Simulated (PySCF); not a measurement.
LDA on S⁻ (sulfur, charge -1), [Ne] 3s2 3p5, 2P determinant. Computed with PySCF 2.14 in aug-cc-pV(Q+d)Z with one added diffuse shell each of s, p, d, f, g type (8s7p6d4f3g, 114 functions), with no relativity, point nucleus.

```
cycle= 1 E= -396.824486916611  delta_E= -0.0146  |g|= 0.0524  |ddm|= 2.31
cycle= 2 E= -396.824496167906  delta_E= -9.25e-06  |g|= 0.0289  |ddm|= 0.352
cycle= 3 E= -396.824545192554  delta_E= -4.9e-05  |g|= 0.0209  |ddm|= 0.204
cycle= 4 E= -396.824876088992  delta_E= -0.000331  |g|= 0.00123  |ddm|= 0.0894
cycle= 5 E= -396.824877545528  delta_E= -1.46e-06  |g|= 0.000185  |ddm|= 0.00463
cycle= 6 E= -396.824877581511  delta_E= -3.6e-08  |g|= 9.73e-06  |ddm|= 0.00064
cycle= 7 E= -396.824877581618  delta_E= -1.07e-10  |g|= 1.97e-06  |ddm|= 3.88e-05
converged SCF energy = -396.824877581618  <S^2> = 0.75424201  2S+1 = 2.0042375
```

Highest occupied orbital energy: 0.974 eV; ⟨L²⟩ = 2.02; populations by l: s 6.00, p 11.00, d 0.00, f 0.00.

Q: Can this result be used?

A: With care. Self-consistency was reached. At LDA the highest occupied level has a positive energy, so only the finite basis holds that electron; in a semilocal or global hybrid functional this comes from self-interaction and does not mean that the real anion is unbound.
